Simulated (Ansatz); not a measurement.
Molecule: tin monoxide, SnO, charge 0, multiplicity 1. SMILES: [O]=[Sn]
Structure (B3LYP-D3(BJ)/def2-TZVP (Ansatz, an electronic-structure program) minimum search):
```
Sn
O 1 1.8317
```
Charge 0, spin multiplicity 1.

Property: size of the dipole moment, in D. Conventions: STO-3G and 3-21G all-electron and non-relativistic; def2 sets with scalar-relativistic core potentials past Kr; 6-31G* and kin with 6d, 5d where marked; no spin-orbit coupling; LANL2DZ with its own core potentials from Na on. First-principles rows: single points at B3LYP-D3(BJ) geometries (Ansatz).

```csv
level,program,size of the dipole moment (D)
PBE/STO-3G,Ansatz,0.78
PBE/3-21G,Ansatz,2.29
PBE/LANL2DZ,Ansatz,3.94
PBE/def2-SVP,Ansatz,3.38
PBE/6-31G* with LANL2DZ past Ar,Ansatz,3.32
```

No value to compare with is used here. The 5 habitual levels span 0.78 (PBE/STO-3G) to 3.94 D (PBE/LANL2DZ).

The sets are all those run for this method; runs whose electronic state is in doubt are left out.
